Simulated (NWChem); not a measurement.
Species: SiH4S; SMILES S[SiH3]

Program: NWChem. Pople sets run with spherical d functions. Coordinates come from a PBE0-D3(BJ)/def2-TZVP optimisation. Vertical excitations in the gas phase; the lowest state need not have the same character in each row.

```
level                     lowest excitation, singlet (eV)  oscillator strength of that lowest state  orbital gap (eV)
------------------------  -------------------------------  ----------------------------------------  ----------------
PBE/6-31G*, TDA                                      5.68                                     0.012              5.51
B3LYP/6-31G*, TDA                                     [?]                                     0.015               [?]
PBE0/6-31G*, TDA                                     6.17                                     0.016              7.60
Hartree-Fock/6-31G*, CIS                             7.03                                     0.007             13.58
```

Fill in the missing entries.


- B3LYP/6-31G*, TDA, lowest excitation, singlet (eV): 6.04
- B3LYP/6-31G*, TDA, orbital gap (eV): 7.14
